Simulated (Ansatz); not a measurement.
CH6BrGaO2Si (`C[O][Ga]([Br])[O][SiH3]`). The species carries charge 0 and has multiplicity 1. The structure was optimised at the PBE0-D4/def2-TZVP level. It is one conformer, not always the lowest.

```xyz
12

C     1.234   -2.124   -0.661
O     0.184   -1.595   -1.445
Ga   -0.670   -0.125   -0.989
Br   -2.339    0.671   -2.281
O    -0.182    0.697    0.496
Si   -0.606    2.023    1.359
H     2.147   -2.167   -1.262
H     1.441   -1.533    0.238
H     0.976   -3.141   -0.353
H     0.599    2.524    2.068
H    -1.650    1.674    2.358
H    -1.134    3.096    0.473
```

What is the dipole moment at r2SCAN/def2-TZVPP? (Estimate.)

The calculation gave: 1.26 D, with components (0.94, -0.43, 0.72) D in this frame, pointing from negative to positive charge.

And with PBE, B3LYP, ωB97M-V? (An estimate is asked.)

Ansatz gave: PBE 1.21 D, B3LYP 1.20 D, ωB97M-V 1.20 D.

Give the Mulliken charges with r2SCAN, ωB97M-V, PBE in def2-TZVPP. (Best estimate.)

The calculation gave: 
```json
{"atom": "C1", "r2SCAN": "0.02", "ωB97M-V": "-0.17", "PBE": "-0.13"}
{"atom": "O2", "r2SCAN": "-0.37", "ωB97M-V": "-0.37", "PBE": "-0.29"}
{"atom": "Ga3", "r2SCAN": "0.65", "ωB97M-V": "0.64", "PBE": "0.53"}
{"atom": "Br4", "r2SCAN": "-0.22", "ωB97M-V": "-0.20", "PBE": "-0.21"}
{"atom": "O5", "r2SCAN": "-0.44", "ωB97M-V": "-0.43", "PBE": "-0.33"}
{"atom": "Si6", "r2SCAN": "0.43", "ωB97M-V": "0.30", "PBE": "0.33"}
{"atom": "H7", "r2SCAN": "0.06", "ωB97M-V": "0.12", "PBE": "0.10"}
{"atom": "H8", "r2SCAN": "0.06", "ωB97M-V": "0.11", "PBE": "0.10"}
{"atom": "H9", "r2SCAN": "0.06", "ωB97M-V": "0.12", "PBE": "0.10"}
{"atom": "H10", "r2SCAN": "-0.08", "ωB97M-V": "-0.04", "PBE": "-0.06"}
{"atom": "H11", "r2SCAN": "-0.08", "ωB97M-V": "-0.04", "PBE": "-0.07"}
{"atom": "H12", "r2SCAN": "-0.07", "ωB97M-V": "-0.03", "PBE": "-0.06"}
```

B3LYP here is the variant with VWN-RPA as its local correlation; programs differ in this.
